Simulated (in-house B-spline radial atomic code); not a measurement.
**OEP/ALDAx excitations of P⁵⁺**

Method: OEP/ALDAx. Computed with a B-spline radial code for spherical atoms: linear response of the closed shell [He] 2s2 2p6 with the adiabatic LDA exchange kernel on the exchange-only optimised effective potential; non-relativistic, point nucleus, no spin-orbit coupling, no double excitations, S, P, D and F terms only. Only terms of natural parity with L up to 3 were computed.

Command:
```bash
python run_td.py task.json out
```
Settings (radii: box in bohr, nucleus in fm):
```
Z                        15
electrons                10
configuration            [He] 2s2 2p6
hamiltonian              nr
method                   oep
box_radius               16.35
intervals                69
```

Run time, properties included: 0.2 s on 1 thread of Intel(R) Xeon(R) Platinum 8259CL CPU @ 2.50GHz (Skylake/Cascade Lake), with other jobs on the host.

The lowest states, in the order of their Tamm-Dancoff energies; the method's threshold (minus the highest occupied level) is 222.25 eV. Labels give the largest channel, * marks a mixed state, and oscillator strengths are full-response dipole values. Semilocal kernels can invert the small singlet-triplet splittings of Rydberg terms. Energies in eV:

```csv
state,full response,Tamm-Dancoff,oscillator strength
2p → 3s 3P,135.32,135.34,-
2p → 3s 1P,136.64,136.67,0.218
2p → 3p 3S,145.64,145.69,-
2p → 3p 3D,147.09,147.11,-
2p → 3p 1D,?,?,-
2p → 3p 1S,154.31,154.85,-
2p → 3d 3P,?,?,-
2p → 3d 3F,161.97,161.98,-
2p → 3d 1F,162.71,162.71,-
2p → 3d 1P,165.26,165.40,1.41
2p → 4s 3P,179.78,179.79,-
2p → 4s 1P,180.17,180.18,0.0359
2p → 4p 3S,183.37,183.39,-
2p → 4p 3D,184.07,184.07,-
2p → 4p 1D,184.39,184.39,-
```

Problem. Where does 2p → 3d 3P lie?

Solution. At 161.50 eV in full response, 161.52 eV in Tamm-Dancoff.

Problem. Where does 2p → 3p 1D lie?

Solution. At 148.12 eV in full response, 148.12 eV in Tamm-Dancoff.

Problem. How large is the singlet-triplet splitting of 2p → 3s (P terms) in Tamm-Dancoff?

Solution. 1.34 eV, from the unrounded values.

Problem. What polarisabilities and dispersion coefficient does the method give?

Solution. Dipole 0.1068 bohr³, quadrupole 0.05402 bohr⁵, C6 0.06464 hartree·bohr⁶ for two such species.
